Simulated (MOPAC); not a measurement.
MOPAC input (PM6):

```
PM6 1SCF GEO-OK AUX(PRECISION=9) THREADS=1
C2Si

Si   -0.00000000 1   -0.00000000 1   -1.07550800 1
C     0.00000000 1    0.00000000 1    0.61639300 1
C     0.00000000 1    0.00000000 1    1.89312700 1
```

From the output:

```
                                                       MOPAC v23.2.5 Linux

          FINAL HEAT OF FORMATION =        176.11216 KCAL/MOL =     736.85329 KJ/MOL

          COSMO AREA              =        103.82 SQUARE ANGSTROMS
          COSMO VOLUME            =         90.65 CUBIC ANGSTROMS

          IONIZATION POTENTIAL    =          8.415606 EV
          HOMO LUMO ENERGIES (EV) =         -8.416 -1.726
          NO. OF FILLED LEVELS    =          6
          MOLECULAR WEIGHT        =         52.1075         POINT GROUP:  C*v

          MOLECULAR DIMENSIONS (Angstroms)

            Atom       Atom       Distance
            C     3   Si     1     2.96863
            C     3   Si     1     0.00000
           Si     1    C     2     0.00000

          SCF CALCULATIONS        =          1

   ATOM   CHEMICAL          X               Y               Z
  NUMBER   SYMBOL      (ANGSTROMS)     (ANGSTROMS)     (ANGSTROMS)

     1      Si         -0.00000000  *  -0.00000000  *  -1.07550800  *
     2       C          0.00000000  *   0.00000000  *   0.61639300  *
     3       C          0.00000000  *   0.00000000  *   1.89312700  *

                             CARTESIAN COORDINATES

   1   Si       -0.000000000    -0.000000000    -1.075508000
   2    C        0.000000000     0.000000000     0.616393000
   3    C        0.000000000     0.000000000     1.893127000

           Empirical Formula: C2 Si  =     3 atoms

      MOLECULAR POINT GROUP   :   C*v

                  EIGENVALUES
 -23.60166 -17.22760 -10.65158  -9.79484  -9.79484  -8.41561  -1.72569  -1.72569
   0.06070   1.60852   1.60852   1.81837   1.81837   3.88961   3.88961   5.49875
   8.30923

              NET ATOMIC CHARGES AND DIPOLE CONTRIBUTIONS

  ATOM NO.   TYPE          CHARGE      No. of ELECS.   s-Pop       p-Pop       d-Pop
    1         Si           0.546918        3.4531     1.82764     1.42739     0.19805
    2          C          -0.807261        4.8073     1.18352     3.62374
    3          C           0.260343        3.7397     1.66707     2.07259
 DIPOLE           X         Y         Z       TOTAL
 POINT-CHG.     0.000     0.000    -2.848     2.848
 HYBRID         0.000     0.000    -1.141     1.141
 SUM            0.000     0.000    -3.989     3.989

          ATOMIC ORBITAL ELECTRON POPULATIONS

     Atom    s        px        py        pz      x^2-y^2     xz        z^2       yz        xy
    1 Si   1.82764   0.24989   0.24989   0.92760   0.00000   0.05887   0.08031   0.05887   0.00000
    2  C   1.18352   1.24746   1.24746   1.12882
    3  C   1.66707   0.44377   0.44377   1.18504

 **********************
 *                    *
 * JOB ENDED NORMALLY *
 *                    *
 **********************

 == MOPAC DONE ==
```

The geometry given is a B3LYP-D3(BJ)/def2-TZVP minimum.
